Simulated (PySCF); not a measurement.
Coordinates in bohr (charge 0 multiplicity 1):
```
S     0.0000    0.0000   -1.9385
In    4.0637    0.0000    0.2833
In   -4.0637    0.0000    0.2833
```

These are results of PBE0 in PySCF with S def2-TZVP, In def2-TZVP with ECP28; scalar-relativistic core potentials, no spin–orbit coupling; density-fitted integrals, not measurements.

This geometry of In₂S is a stationary point at this level.

Q: What is the point group?

A: C2v.

Q: Is it a minimum?

A: Yes: all harmonic wavenumbers are real, though the softest, 37 cm⁻¹, leaves little margin.

Q: List the harmonic modes with their infrared intensities.

A: 
```
symmetry  ω (cm⁻¹)  IR (km/mol)
      a1        37          0.4
      a1       243         16.0
      b2       353          272
```

Q: Give the atomic charges and bond orders.

A: 
```csv
atom,Mulliken,Löwdin,polar tensor,Mayer order to S1
S1,-0.65,0.02,-1.24,–
"In2,3",0.33,-0.01,0.62,1.05
```

In C2v the vibrations span 2a1 + b2. Here b1 is antisymmetric to the molecular plane and b2 lies in it.

Only a few start shapes were tried, so a lower isomer may exist.
